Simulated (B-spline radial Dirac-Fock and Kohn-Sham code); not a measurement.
K-line shifts caused by a second vacancy in Os²⁺

System: the Os²⁺ ion, [Xe] 4f14 5d6.

Model: Dirac-Fock ΔSCF + Breit + QED. Program: a radial B-spline solver. Each two-hole energy is an average over J within one jj subconfiguration, not an observable level; in light atoms, where LS coupling holds, the j-resolved values are not observed lines, and for a K spectator the Kα1 hypersatellite is nearly forbidden. Electron correlation is not included.

Lines without a spectator: Kα2 (K-L2) 61481.2 eV, Kα1 (K-L3) 62995.1 eV, Kβ3 (K-M2) 71070.5 eV, Kβ1 (K-M3) 71404.6 eV. Shifts in eV with one spectator hole (a dash: not computed, or left out as unreliable):

```
spectator hole      Kα2      Kα1      Kβ3      Kβ1
        K (1s)  +1021.8  +1103.7  +1324.1  +1343.2
    L2 (2p1/2)   +131.7   +178.8        –   +336.5
    L3 (2p3/2)    +96.8   +107.3   +248.9        –
    M2 (3p1/2)        –   +28.55    +54.0    +64.2
    M3 (3p3/2)   +15.06        –    +45.0    +45.7
    M4 (3d3/2)    +5.04    +1.66        –        –
    M5 (3d5/2)    -0.51    +3.70        –        –
```
